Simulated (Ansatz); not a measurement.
Basis-set extrapolation for `O[SiH]1NP1` (PBE0-D4/def2-TZVP geometry, frozen core, the Gaussian-basis code of Ansatz). Multiplicity 1, RHF reference.

```tsv
	def2-TZVPP	def2-QZVPP
HF	-761.434023	-761.459785
MP2 correlation	-0.714859	-0.771232
CCSD(T) correlation	-0.777127	not run
```

Energies in hartree. Use E(X) = E(∞) + A·exp(−7.88·√X) for Hartree–Fock and E(X) = E(∞) + B·X^(−2.97) for correlation, with X = 3 and 4, and add CCSD(T) minus MP2 of the smaller set to the MP2 limit.

Problem. What is the CCSD(T) energy at the basis-set limit?

Solution. HF limit: -761.459785 + (-0.025762) × 0.13774 = -761.46333. MP2 limit: -0.771232 + (-0.056373) × 0.74074 = -0.81299. Higher-order term: -0.777127 − (-0.714859) = -0.06227. Total: -762.33859 hartree, 334.6 kJ/mol below CCSD(T)/def2-TZVPP.
